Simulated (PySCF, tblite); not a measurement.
Isomers of C4H5ClO2Si, one GFN2-xTB conformer each. Single-point energies are computed at PBE0/pcSseg-1 (PySCF, gas phase, no added dispersion term), electronic only.

Task: Rank them by PBE0/pcSseg-1 energy, lowest first (kJ/mol).
A. `[CH:1]#[C:2][Si@H:3]([OH:4])[O:5]/[CH:6]=[CH:7]\[Cl:8]` with C2–Si3–O4–H -70°, C2–Si3–O5–C6 -62°, Si3–O5–C6–C7 -7°
B. `[O:1]=[C:2]1[O:3][CH2:4][CH:5]=[C:6]1[SiH2:7][Cl:8]` with C5–C6–Si7–Cl8 0°

Result: B (0.0), A (161.0).

As drawn, the lower has a C=O bond and a C(=O)–O unit, which the higher lacks; the higher has a C≡C bond, an O–H bond and an Si–O bond, which the lower lacks. GFN2-xTB itself gives, in the same order: 0.0, 113.7. Both levels put the same isomer lowest.

Task: Which frontier levels, dipoles and rotational constants go with these structures?

Result: 
```
              SMILES  HOMO (eV, PBE0/pcSseg-1)  LUMO (eV)  dipole (D)       A, B, C (MHz)
  O=C1OCC=C1[SiH2]Cl                     -8.22      -1.74        3.80  3031, 865.4, 681.5
C#C[Si@H](O)O/C=C\Cl                     -6.93      -0.08        2.32   1942, 1139, 860.9
```

Task: What happens when harmonic zero-point energies from GFN2-xTB frequencies are added?

Result: 
```tsv
SMILES	ZPE (kJ/mol)	electronic (kJ/mol)	with ZPE (kJ/mol)
O=C1OCC=C1[SiH2]Cl	210.3	0.0	0.0
C#C[Si@H](O)O/C=C\Cl	204.2	161.0	154.9
```

The zero-point energies span 6.1 kJ/mol. The order is unchanged.
